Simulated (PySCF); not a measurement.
A species of formula C8H10F2 has this rotational fingerprint, computed with PBE0-D3(BJ)/def2-SVP geometry optimisation, gas phase (PySCF 2.14.0):

```
Rotational constants : A = 1625, B = 1457, C = 1009 MHz
Dipole components    : |μa| = 0.49 D, |μb| = 0.85 D, |μc| = 0.67 D
Inertial defect      : -157.05 u·Å²
κ                    : 0.46
```

**Question.** Which candidate fits, each taken in the one conformer that was computed?
A. `[F:1][CH:2]([F:3])[C@@H:4]1[CH2:5][C@@H:6]2[CH:7]=[CH:8][C@H:9]1[CH2:10]2` with F1–C2–C4–C5 -64°
B. `[F:1]/[CH:2]=[CH:3]\[C@@:4]1([F:5])[CH2:6][C@H:7]2[CH2:8][CH2:9][C@@H:10]12` with C2–C3–C4–F5 -157°

**Answer.** B. It is F/C=C\[C@@]1(F)C[C@H]2CC[C@H]21, an asymmetric top, point group C1. The candidates at the same level (rigid rotor, commonest isotopes):

```csv
SMILES,A (MHz),B (MHz),C (MHz),μa (D),μb (D),μc (D),Δ (u·Å²),point group,rotor
F/C=C\[C@@]1(F)C[C@H]2CC[C@H]21,1625,1457,1009,0.49,0.85,0.67,-157.05,C1,asymmetric top
FC(F)[C@@H]1C[C@@H]2C=C[C@H]1C2,2571,1038,936.7,2.12,0.33,0.23,-143.91,C1,asymmetric top
```

`FC(F)[C@@H]1C[C@@H]2C=C[C@H]1C2` has A 58 % too high. No structure here is proved a minimum.
